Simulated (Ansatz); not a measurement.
`[CH3][Y]([F])[Cl]` and `[CH3][Y]([Cl])[Cl]` differ in one atom or group.

Ansatz, PBE0-D4/def2-TZVP geometries, multiplicity 1. 

Elements past krypton have def2 core potentials.

```tsv
property	`[CH3][Y]([F])[Cl]`
size of the dipole moment (PBE/def2-TZVPP) / D	2.40
size of the dipole moment (ωB97M-V/def2-TZVPP) / D	2.49
LUMO energy (ωB97M-V/def2-TZVPP) / eV	-1.03
LUMO energy (B3LYP/def2-TZVPP) / eV	-2.69
HOMO–LUMO gap (B3LYP/def2-TZVPP) / eV	4.24
size of the dipole moment (B3LYP/def2-TZVPP) / D	2.47
```

Q: Give the same properties after the change, and the shifts. (An estimate is asked.)

A: Computed: 
| property | `[CH3][Y]([Cl])[Cl]` | shift |
| --- | --- | --- |
| size of the dipole moment (PBE/def2-TZVPP) / D | 1.58 | -0.82 |
| size of the dipole moment (ωB97M-V/def2-TZVPP) / D | 1.53 | -0.96 |
| LUMO energy (ωB97M-V/def2-TZVPP) / eV | -1.07 | -0.04 |
| LUMO energy (B3LYP/def2-TZVPP) / eV | -2.85 | -0.16 |
| HOMO–LUMO gap (B3LYP/def2-TZVPP) / eV | 4.26 | 0.02 |
| size of the dipole moment (B3LYP/def2-TZVPP) / D | 1.58 | -0.89 |

Dipoles are sizes alone; their direction can turn.

B3LYP here is the variant with VWN-RPA as its local correlation; programs differ in this.
